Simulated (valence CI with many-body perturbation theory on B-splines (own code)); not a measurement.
E1 transitions of Sm²⁸⁺

Method: configuration interaction combined with many-body perturbation theory (CI+MBPT): six valence electrons over a frozen Dirac-Fock core [Ar] 3d10, radial functions for each j: 9 s, 9 p, 8 d, 6 f, 3 g, 1 h, with the one-electron correlation potential Σ1, the two-electron term Σ2, the three-electron term Σ3, Breit, model QED; selected CI, second order for the rest, scaled by the run's own slope (own B-spline code, finite nucleus).

The last digits are not significant, and no measured levels were compared; by estimate large intervals hold to a few tenths of a per cent, small ones and those within an open d or f shell to about a per cent. Among the levels kept, up to 640 cm⁻¹ of a level comes from second order outside the variational space, and about a tenth of that is noise between levels of different J, which matters for small intervals.

Lines 1 to 50 of 90 in falling wavelength, among levels below 1404900 cm⁻¹, chosen from the strongest by gf and those to the six lowest levels. Wavelengths and rates use the calculated energies. Electric multipoles are in the length gauge, E1 and E2 with the static RPA response of the core. Weak lines are less certain than strong ones. Lines between different terms over intervals too small for the method are left out, as are lines whose strength nearly cancels. The highest levels of a list are the least certain.

Levels are named by their leading jj configuration (3d3/2^4 stands for four electrons in 3d with j = 3/2), which in mixed levels can hold well under half, so a name can repeat and another be missing. Letters in brackets count levels of one name in rising energy.

```
λ vac (nm)                               Upper                       Lower   A (s⁻¹)  S (a.u.)
     37.67  (4s^2 4p1/2^2 4p3/2 4d3/2) J=1 [a]          (4s^2 4p3/2^4) J=0  1.66e+07  1.31e-03
     27.95  (4s^2 4p1/2^2 4p3/2 4d3/2) J=1 [b]          (4s^2 4p3/2^4) J=0  5.07e+07  1.64e-03
     21.26      (4s^2 4p1/2^2 4p3/2 4d5/2) J=1          (4s^2 4p3/2^4) J=0  5.08e+07  7.23e-04
     19.21            (4s 4p1/2^2 4p3/2^3) J=2    (4s^2 4p1/2 4p3/2^3) J=2  3.30e+09  5.77e-02
     19.00  (4s^2 4p1/2 4p3/2^2 4d3/2) J=1 [a]          (4s^2 4p3/2^4) J=0  1.91e+09  1.94e-02
     18.21            (4s 4p1/2^2 4p3/2^3) J=2    (4s^2 4p1/2 4p3/2^3) J=1  4.56e+09  6.80e-02
     17.77  (4s^2 4p1/2^2 4p3/2 4d3/2) J=1 [a]    (4s^2 4p1/2 4p3/2^3) J=2  4.97e+09  4.12e-02
     17.50  (4s^2 4p1/2 4p3/2^2 4d3/2) J=1 [b]          (4s^2 4p3/2^4) J=0  1.82e+09  1.45e-02
     16.91  (4s^2 4p1/2^2 4p3/2 4d3/2) J=1 [a]    (4s^2 4p1/2 4p3/2^3) J=1  1.62e+09  1.16e-02
     16.78      (4s^2 4p1/2^2 4p3/2 4d3/2) J=2    (4s^2 4p1/2 4p3/2^3) J=2  9.21e+07  1.07e-03
     16.39      (4s^2 4p1/2^2 4p3/2 4d3/2) J=3    (4s^2 4p1/2 4p3/2^3) J=2  2.20e+07  3.34e-04
     16.01      (4s^2 4p1/2^2 4p3/2 4d3/2) J=2    (4s^2 4p1/2 4p3/2^3) J=1  2.04e+08  2.06e-03
     15.74      (4s^2 4p1/2^2 4p3/2 4d3/2) J=0    (4s^2 4p1/2 4p3/2^3) J=1  1.04e+08  2.01e-04
     15.26  (4s^2 4p1/2^2 4p3/2 4d3/2) J=1 [b]    (4s^2 4p1/2 4p3/2^3) J=2  4.81e+09  2.53e-02
     14.90  (4s^2 4p1/2 4p3/2^2 4d3/2) J=1 [c]          (4s^2 4p3/2^4) J=0  1.50e+09  7.33e-03
     14.63  (4s^2 4p1/2^2 4p3/2 4d3/2) J=1 [b]    (4s^2 4p1/2 4p3/2^3) J=1  3.02e+09  1.40e-02
     14.30      (4s^2 4p1/2^2 4p3/2 4d5/2) J=2    (4s^2 4p1/2 4p3/2^3) J=2  1.49e+09  1.07e-02
     13.90  (4s^2 4p1/2 4p3/2^2 4d3/2) J=1 [d]          (4s^2 4p3/2^4) J=0  9.14e+08  3.63e-03
     13.74      (4s^2 4p1/2^2 4p3/2 4d5/2) J=2    (4s^2 4p1/2 4p3/2^3) J=1  2.17e+09  1.39e-02
     13.63      (4s^2 4p1/2^2 4p3/2 4d5/2) J=3    (4s^2 4p1/2 4p3/2^3) J=2  1.19e+07  1.04e-04
     13.32  (4s^2 4p1/2 4p3/2^2 4d3/2) J=1 [e]          (4s^2 4p3/2^4) J=0  1.95e+09  6.81e-03
     13.03      (4s^2 4p1/2^2 4p3/2 4d5/2) J=1    (4s^2 4p1/2 4p3/2^3) J=2  3.01e+08  9.84e-04
     12.79      (4s^2 4p1/2 4p3/2^2 4d5/2) J=1          (4s^2 4p3/2^4) J=0  2.26e+09  6.99e-03
     12.56      (4s^2 4p1/2^2 4p3/2 4d5/2) J=1    (4s^2 4p1/2 4p3/2^3) J=1  1.15e+09  3.36e-03
     12.29  (4s^2 4p1/2^2 4p3/2 4d3/2) J=1 [a]  (4s^2 4p1/2^2 4p3/2^2) J=0  3.19e+09  8.78e-03
     12.21              (4s 4p1/2 4p3/2^4) J=0    (4s^2 4p1/2 4p3/2^3) J=1  2.48e+10  2.23e-02
     12.14            (4s 4p1/2^2 4p3/2^3) J=2  (4s^2 4p1/2^2 4p3/2^2) J=2  1.74e+10  7.67e-02
     12.14  (4s^2 4p1/2 4p3/2^2 4d3/2) J=1 [a]    (4s^2 4p1/2 4p3/2^3) J=2  1.26e+10  3.34e-02
     11.84  (4s^2 4p1/2 4p3/2^2 4d3/2) J=2 [a]    (4s^2 4p1/2 4p3/2^3) J=2  4.15e+08  1.70e-03
     11.73  (4s^2 4p1/2 4p3/2^2 4d3/2) J=1 [a]    (4s^2 4p1/2 4p3/2^3) J=1  5.60e+08  1.34e-03
     11.58  (4s^2 4p1/2 4p3/2^2 4d3/2) J=3 [a]    (4s^2 4p1/2 4p3/2^3) J=2  2.86e+07  1.54e-04
     11.55  (4s^2 4p1/2^2 4p3/2 4d3/2) J=1 [a]  (4s^2 4p1/2^2 4p3/2^2) J=2  1.57e+10  3.58e-02
     11.51  (4s^2 4p1/2 4p3/2^2 4d3/2) J=1 [b]    (4s^2 4p1/2 4p3/2^3) J=2  2.98e+10  6.73e-02
     11.46  (4s^2 4p1/2 4p3/2^2 4d3/2) J=2 [a]    (4s^2 4p1/2 4p3/2^3) J=1  4.32e+07  1.60e-04
     11.28      (4s^2 4p1/2 4p3/2^2 4d3/2) J=0    (4s^2 4p1/2 4p3/2^3) J=1  1.94e+10  1.38e-02
     11.15  (4s^2 4p1/2 4p3/2^2 4d3/2) J=1 [b]    (4s^2 4p1/2 4p3/2^3) J=1  2.28e+09  4.67e-03
     11.12      (4s^2 4p1/2^2 4p3/2 4d3/2) J=2  (4s^2 4p1/2^2 4p3/2^2) J=2  7.23e+09  2.45e-02
     11.10  (4s^2 4p1/2 4p3/2^2 4d5/2) J=3 [a]    (4s^2 4p1/2 4p3/2^3) J=2  2.15e+08  1.01e-03
     11.04  (4s^2 4p1/2^2 4p3/2 4d3/2) J=1 [b]  (4s^2 4p1/2^2 4p3/2^2) J=0  1.19e+10  2.38e-02
     10.95      (4s^2 4p1/2^2 4p3/2 4d3/2) J=3  (4s^2 4p1/2^2 4p3/2^2) J=2  5.39e+08  2.44e-03
     10.82  (4s^2 4p1/2 4p3/2^2 4d3/2) J=2 [b]    (4s^2 4p1/2 4p3/2^3) J=2  1.02e+07  3.20e-05
     10.50  (4s^2 4p1/2 4p3/2^2 4d3/2) J=2 [b]    (4s^2 4p1/2 4p3/2^3) J=1  8.79e+08  2.51e-03
     10.44  (4s^2 4p1/2^2 4p3/2 4d3/2) J=1 [b]  (4s^2 4p1/2^2 4p3/2^2) J=2  9.77e+10  1.64e-01
     10.33  (4s^2 4p1/2 4p3/2^2 4d3/2) J=1 [c]    (4s^2 4p1/2 4p3/2^3) J=2  2.06e+10  3.36e-02
     10.17  (4s^2 4p1/2 4p3/2^2 4d3/2) J=2 [c]    (4s^2 4p1/2 4p3/2^3) J=2  1.44e+09  3.74e-03
     10.05  (4s^2 4p1/2 4p3/2^2 4d3/2) J=3 [b]    (4s^2 4p1/2 4p3/2^3) J=2  8.14e+09  2.85e-02
     10.03  (4s^2 4p1/2 4p3/2^2 4d3/2) J=1 [c]    (4s^2 4p1/2 4p3/2^3) J=1  2.01e+10  3.00e-02
     10.01  (4s^2 4p1/2 4p3/2^2 4d5/2) J=2 [a]    (4s^2 4p1/2 4p3/2^3) J=2  8.62e+08  2.13e-03
     9.977      (4s^2 4p1/2^2 4p3/2 4d5/2) J=2  (4s^2 4p1/2^2 4p3/2^2) J=2  1.03e+11  2.53e-01
     9.884  (4s^2 4p1/2 4p3/2^2 4d3/2) J=2 [c]    (4s^2 4p1/2 4p3/2^3) J=1  2.52e+10  6.01e-02
```
